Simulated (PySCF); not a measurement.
## How a change of structure moves an absorption spectrum

Method: TDDFT B3LYP/def2-SVPD, vertical, gas phase, core orbitals frozen in the response in PySCF. Geometries: GFN2-xTB; one conformer of each isolated species. Triplets are in the Tamm–Dancoff approximation.

Parent: `O=C[SiH3]`, with lowest singlet excitation energy 3.16 eV, S1–T1 gap 0.66 eV, HOMO–LUMO gap 4.89 eV, lowest triplet energy 2.49 eV, HOMO energy -6.97 eV, mean static polarisability 44.6 au. Its spectrum: 3.16 eV (f 0.000); 6.01 eV (f 0.037); 6.62 eV (f 0.046); 6.87 eV (f 0.023); 6.99 eV (f 0.009).

Shifts from the parent:

| change | SMILES | Δ S1 (eV) | Δ S1−T1 (eV) | Δ gap (eV) | Δ T1 (eV) | Δ HOMO (eV) | Δ α (au) |
| --- | --- | --- | --- | --- | --- | --- | --- |
| H on Si replaced by SH | O=C[SiH2]S | +0.22 | +0.01 | +0.14 | +0.21 | -0.32 | +19.1 |
| H on Si replaced by CH=NH | [H]/N=C\[SiH2]C=O | -0.01 | 0.00 | -0.26 | -0.01 | +0.05 | +19.9 |
| H on Si replaced by 2-thienyl | O=C[SiH2]c1cccs1 | +0.06 | +0.02 | +0.07 | +0.04 | +0.04 | +60.1 |
| H on Si replaced by CH2NH2 | NC[SiH2]C=O | -0.01 | 0.00 | -0.09 | -0.01 | +0.49 | +20.4 |
| H on Si replaced by CH2OCH3 | COC[SiH2]C=O | +0.08 | +0.01 | +0.11 | +0.07 | +0.13 | +29.1 |

Task: Predict the same shifts for this change: H on Si replaced by CCl3 (`O=C[SiH2]C(Cl)(Cl)Cl`).

Result: Δ lowest singlet excitation energy +0.08 eV, Δ S1–T1 gap 0.00 eV, Δ HOMO–LUMO gap +0.08 eV, Δ lowest triplet energy +0.07 eV, Δ HOMO energy -0.34 eV, Δ mean static polarisability +51.5 au. Spectrum: 3.23 eV (f 0.000); 5.04 eV (f 0.000); 5.54 eV (f 0.002); 5.75 eV (f 0.001); 5.87 eV (f 0.000). No change lowers S1 by more than 0.03 eV, and it rises most with H on Si replaced by SH (+0.22 eV). S1 is simply the lowest singlet of each species and needn't be the same kind of state throughout. Over these 6 changes the shifts of S1 and of the HOMO–LUMO gap correlate with r = 0.78.

Lowest levels of each derivative:
- `O=C[SiH2]S`: 3.37 eV (f 0.000); 4.16 eV (f 0.002); 5.67 eV (f 0.017)
- `[H]/N=C\[SiH2]C=O`: 3.14 eV (f 0.005); 4.02 eV (f 0.010); 4.57 eV (f 0.006)
- `O=C[SiH2]c1cccs1`: 3.21 eV (f 0.001); 4.34 eV (f 0.001); 4.77 eV (f 0.000)
- `O=C[SiH2]C(Cl)(Cl)Cl`: 3.23 eV (f 0.000); 5.04 eV (f 0.000); 5.54 eV (f 0.002)
- `NC[SiH2]C=O`: 3.14 eV (f 0.001); 4.57 eV (f 0.009); 5.65 eV (f 0.006)
- `COC[SiH2]C=O`: 3.24 eV (f 0.000); 5.00 eV (f 0.003); 5.94 eV (f 0.001)
